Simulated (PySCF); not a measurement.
# [Nd(P5)2]+ at several levels of theory

Computed with PySCF 2.14.0 (density fitting, no spin-orbit coupling) at the geometry relaxed with r2SCAN:

```xyz
11
[Nd(P5)2]+ (singlet in the valence; each metal's 4f electrons, 3 of them, lie in its core potential, out of spins and levels)
Nd   -0.7321    0.0000    0.0000
P     0.1748    1.8194    2.3588
P    -1.4802    0.5695    2.9138
P    -0.8546   -1.4681    2.7038
P     1.1667   -1.4816    2.0031
P     1.8070    0.5584    1.7981
P     0.1748   -1.8194   -2.3588
P    -1.4802   -0.5695   -2.9138
P    -0.8546    1.4681   -2.7038
P     1.1667    1.4816   -2.0031
P     1.8070   -0.5584   -1.7981
```

```json
{"level": "r2SCAN", "basis": "Nd lcecp-1-SVP with ECP49, P def2-SVP", "state": "singlet", "HOMO (eV)": "-10.32", "gap (eV)": "1.47", "charge on Nd1 (e)": "0.93", "population of f-type functions on Nd1 (polarisation alone where 4f lies in the core)": "0.03", "dipole about the centre of mass (D)": "1.89", "largest force component (eV/Å)": "0.09"}
{"level": "B3LYP", "basis": "the same", "state": "singlet", "HOMO (eV)": "-10.72", "gap (eV)": "2.54", "charge on Nd1 (e)": "0.65", "population of f-type functions on Nd1 (polarisation alone where 4f lies in the core)": "0.03", "dipole about the centre of mass (D)": "1.72", "largest force component (eV/Å)": "0.11"}
{"level": "TPSSh", "basis": "the same", "state": "singlet", "HOMO (eV)": "-10.55", "gap (eV)": "2.02", "charge on Nd1 (e)": "0.83", "population of f-type functions on Nd1 (polarisation alone where 4f lies in the core)": "0.03", "dipole about the centre of mass (D)": "1.86", "largest force component (eV/Å)": "0.07"}
{"level": "CAM-B3LYP", "basis": "the same", "state": "singlet", "HOMO (eV)": "-12.09", "gap (eV)": "4.98", "charge on Nd1 (e)": "0.60", "population of f-type functions on Nd1 (polarisation alone where 4f lies in the core)": "0.03", "dipole about the centre of mass (D)": "1.77", "largest force component (eV/Å)": "0.38"}
```

In the lcecp rows the 4f levels are missing from HOMO and gap, and the state counts the valence alone.

Charges are Mulliken's, which hang on the basis. The relaxation used the grid (50, 194), these runs (75, 302) or, all-electron (x2c bases, spin-free X2C Hamiltonian), (99, 590).

Question: What does HF with Nd lcecp-1-SVP with ECP49, P def2-SVP give here?

Answer: state singlet, HOMO (eV) -13.10, gap (eV) 7.72, charge on Nd1 (e) 1.02, population of f-type functions on Nd1 (polarisation alone where 4f lies in the core) 0.03, dipole about the centre of mass (D) 1.95, largest force component (eV/Å) 0.53. Time: 20 s on 4 threads of Arm Neoverse V1 (shared host), from an already converged density.

In the first row's basis the gap widens with exact exchange: 1.5 eV for r2SCAN (none); 2.0 to 2.5 eV for TPSSh, B3LYP (a fixed share); 5.0 to 7.7 eV for CAM-B3LYP, Hartree–Fock (rising or full at long range).

No frequency check is given that shows the relaxed geometry to be a minimum. An lcecp potential fixes the number of 4f electrons, so in runs with it no electron can move into or out of that shell.
